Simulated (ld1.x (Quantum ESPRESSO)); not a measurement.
**tantalum, ultrasoft: configuration errors across variants**

ld1.x (Quantum ESPRESSO) 7.5 input, shortened:

```
&input
   title='Ta', zed=73., rel=1, dft='PBE', iswitch=3,
   config='[Xe] 4f14 5d3 6s0.5 6p0'
 /
 &inputp
   pseudotype=3, tm=.true., lloc=-1, rcloc=3.35,
   nlcc=.true., new_core_ps=.true.,
   which_augfun='PSQ', rmatch_augfun_nc=.true.
 /
6
6S  1  0   0.50   0.00  2.10  2.65  0.0
6S  1  0   0.00   1.00  2.10  2.65  0.0
6P  2  1   0.00   0.00  3.15  3.90  0.0
6P  2  1   0.00  -0.40  3.15  3.90  0.0
5D  3  2   3.00   0.00  1.55  1.75  0.0
5D  3  2   0.00  -0.70  1.55  1.75  0.0
 &test
   configts(1)='5d3 6s0.5 6p0'
 /
```

All-electron excitation energies from the reference (eV): (1) 5d3 6s2 6p0 -15.102; (2) 5d3 6s1 6p0 -6.635; (3) 5d3 6s0 6p0 8.337; (4) 5d2 6s2 6p0 -7.421; (5) 5d3 6s0 6p1 -1.556; (6) 5d1 6s0 6p0 66.983; (7) 5d2 6s2 6p1 -12.116.

The default core radius of the base comes out at 1.75 bohr.

Errors AE − PS in meV (a dash: test not solved or not reliable):

```tsv
change	(1)	(2)	(3)	(4)	(5)	(6)	(7)	bound ghosts
base	-8.5	-0.8	-8.0	-32	-4.1	-940	-47	none
core correction none	+159	+30	+45	+285	+21	+317	+312	none
core correction Bessel-smoothed model core inside 0.76 bohr	-10	-1.0	-8.4	-34	-4.5	-945	-49	none
core correction Bessel-smoothed model core inside 0.96 bohr	-9.8	-1.0	-8.4	-33	-4.5	-944	-48	none
core correction Bessel-smoothed model core inside 1.06 bohr	-9.6	-1.0	-8.3	-33	-4.4	-944	-48	none
core correction Bessel-smoothed model core inside 1.28 bohr	-9.3	-0.9	-8.2	-33	-4.3	-943	-48	none
core correction Bessel-smoothed model core inside 1.48 bohr	-9.1	-0.9	-8.1	-33	-4.3	-943	-48	none
core correction Bessel-smoothed model core inside 1.72 bohr	-8.6	-0.8	-8.0	-32	-4.2	-941	-47	none
core correction Bessel-smoothed model core inside 1.90 bohr	-7.6	-0.6	-7.8	-30	-4.0	-933	-45	none
```

Give the same row for: core correction Bessel-smoothed model core inside 2.12 bohr.

-4.5, -0.1, -7.0, -21, -3.6, -906, -37; bound ghosts: none.
